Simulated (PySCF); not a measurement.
Isomers of C8H13 (doublet state), from PySCF 2.14.0, PBE0-D3(BJ)/def2-SVP geometry optimisation, gas phase. One conformer each, no zero-point energy, no frequencies.

Task: Which isomer lies lowest at this level?
A. `[CH3:1][CH2:2][C:3]1[CH2:4][CH:5]=[CH:6][CH2:7][CH2:8]1` (doublet state) with C1–C2–C3–C4 42°, C2–C3–C4–C5 -178°, C3–C4–C5–C6 1°, C5–C6–C7–C8 -21°, C6–C7–C8–C3 44°: A = 3936, B = 1386, C = 1106 MHz, dipole 0.37 D
B. `[CH3:1][CH2:2][C:3]1=[CH:4][CH2:5][CH:6][CH2:7][CH2:8]1` (doublet state) with C1–C2–C3–C4 117°, C3–C4–C5–C6 -3°, C4–C5–C6–C7 -21°, C5–C6–C7–C8 46°, C6–C7–C8–C3 -45°: A = 3958, B = 1377, C = 1125 MHz, dipole 0.18 D
C. `C[C@H]1[CH][C@@H]2CC[C@H]1C2` [radical]: A = 3688, B = 1917, C = 1755 MHz, dipole 0.24 D

Result: C. That is `C[C@H]1[CH][C@@H]2CC[C@H]1C2` [radical], 7.6 kcal/mol below the next.

```tsv
SMILES	mapped SMILES	E (Eh)	relative (kcal/mol)	relative (kJ/mol)	dipole (D)	⟨S²⟩
C[C@H]1[CH][C@@H]2CC[C@H]1C2	[CH3:1][C@H:2]1[CH:3][C@@H:4]2[CH2:5][CH2:6][C@H:7]1[CH2:8]2	-312.04283	0.0	0.0	0.24	0.755
CC[C]1CC=CCC1	[CH3:1][CH2:2][C:3]1[CH2:4][CH:5]=[CH:6][CH2:7][CH2:8]1	-312.03069	7.6	31.9	0.37	0.755
CCC1=CC[CH]CC1	[CH3:1][CH2:2][C:3]1=[CH:4][CH2:5][CH:6][CH2:7][CH2:8]1	-312.02963	8.3	34.6	0.18	0.755
```
